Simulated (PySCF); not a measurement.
Choosing a molecule for a target property.

Each SMILES stands for a single optimised conformer of the isolated species, non-relativistic unless stated. Electronic properties by PySCF.

The conformers computed, where there is a choice (atom-mapped SMILES and torsion angles):
- `[CH:1]#[C:2]/[C:3](=[C:4]/[C:5]#[C:6][CH3:7])[CH:8]=[O:9]`: C2–C3–C8–O9 0°
- `[OH:1][CH:2][O:3][SiH2:4][P:5]([SiH3:6])[SiH3:7]`: O1–C2–O3–Si4 155°, C2–O3–Si4–P5 -178°, O3–Si4–P5–Si6 -66°, H–O1–C2–O3 17°
- `[CH3:1][S:2](=[O:3])(=[O:4])[C:5]1=[N:6][S:7][N:8][CH-:9]1`: C1–S2–C5–N6 -41°
- `[CH3:1][O:2][C:3]([SH:4])[C:5]([F:6])([F:7])[F:8]`: C1–O2–C3–S4 28°, O2–C3–C5–F6 45°, H–S4–C3–O2 -179°

Question: Wanted: smallest rotational constant below 0.55 GHz (GFN2-xTB) and isotropic g value below 2.004 (unrestricted B3LYP/pcH-1, mean-field spin–orbit), at GFN2-xTB geometries. Which candidate meets both?
A. `[C](C(F)(F)F)(S)OC` [radical]
B. `C#C/C(=[C]/C#CC)C=O` [radical]
C. `O[CH]O[SiH2]P([SiH3])[SiH3]` [radical]
D. `CS(=O)(=O)C1=NS[N][CH-]1` [radical]

Answer: C. Computed values:
```csv
species,smallest rotational constant,isotropic g value
O[CH]O[SiH2]P([SiH3])[SiH3] [radical],0.506 GHz,2.00317
C#C/C(=[C]/C#CC)C=O [radical],0.591 GHz,2.00226
CS(=O)(=O)C1=NS[N][CH-]1 [radical],0.728 GHz,2.00423
[C](C(F)(F)F)(S)OC [radical],1.041 GHz,2.00443
```
